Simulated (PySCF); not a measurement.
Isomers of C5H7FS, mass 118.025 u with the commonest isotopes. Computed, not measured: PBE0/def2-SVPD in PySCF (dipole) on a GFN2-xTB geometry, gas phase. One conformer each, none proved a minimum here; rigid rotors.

Problem. Order these by radius of gyration √(Σ m r²/M), largest first.
A. `[CH3:1][C@@H:2]1[CH2:3][C:4]([F:5])=[CH:6][S:7]1` with C1–C2–C3–C4 -98°, C2–C3–C4–F5 166°, C4–C6–S7–C2 10°, C1–C2–S7–C6 103°
B. `[CH2:1]=[CH:2][CH2:3][C@:4]1([F:5])[CH2:6][S:7]1` with C1–C2–C3–C4 118°, C2–C3–C4–F5 70°
C. `[CH3:1][S:2][CH2:3][C:4]#[C:5][CH2:6][F:7]` with C1–S2–C3–C4 65°

Solution. C (2.391 Å), B (1.954 Å), A (1.826 Å).

Problem. Order these by dipole moment, largest first.
A. `[CH3:1][C@@H:2]1[CH2:3][C:4]([F:5])=[CH:6][S:7]1` with C1–C2–C3–C4 -98°, C2–C3–C4–F5 166°, C4–C6–S7–C2 10°, C1–C2–S7–C6 103°
B. `[CH2:1]=[CH:2][CH2:3][C@:4]1([F:5])[CH2:6][S:7]1` with C1–C2–C3–C4 118°, C2–C3–C4–F5 70°
C. `[CH3:1][S:2][CH2:3][C:4]#[C:5][CH2:6][F:7]` with C1–S2–C3–C4 65°

Solution. B (2.15 D), A (1.74 D), C (0.44 D).

Problem. Order these by rotational constant A, largest first.
A. `[CH3:1][S:2][CH2:3][C:4]#[C:5][CH2:6][F:7]` with C1–S2–C3–C4 65°
B. `[CH3:1][C@@H:2]1[CH2:3][C:4]([F:5])=[CH:6][S:7]1` with C1–C2–C3–C4 -98°, C2–C3–C4–F5 166°, C4–C6–S7–C2 10°, C1–C2–S7–C6 103°
C. `[CH2:1]=[CH:2][CH2:3][C@:4]1([F:5])[CH2:6][S:7]1` with C1–C2–C3–C4 118°, C2–C3–C4–F5 70°

Solution. A (4800 MHz), C (4183 MHz), B (3466 MHz).

| SMILES | point group | Ia (u·Å²) | Ib (u·Å²) | Ic (u·Å²) | κ | μa (D) | μb (D) | μc (D) |
| --- | --- | --- | --- | --- | --- | --- | --- | --- |
| CSCC#CCF | C1 | 105.30 | 594.01 | 650.61 | -0.96 | 0.18 | 0.40 | 0.08 |
| C=CC[C@]1(F)CS1 | C1 | 120.82 | 369.03 | 411.85 | -0.90 | 1.75 | 1.09 | 0.61 |
| C[C@@H]1CC(F)=CS1 | C1 | 145.80 | 273.20 | 368.39 | -0.54 | 0.89 | 1.45 | 0.36 |
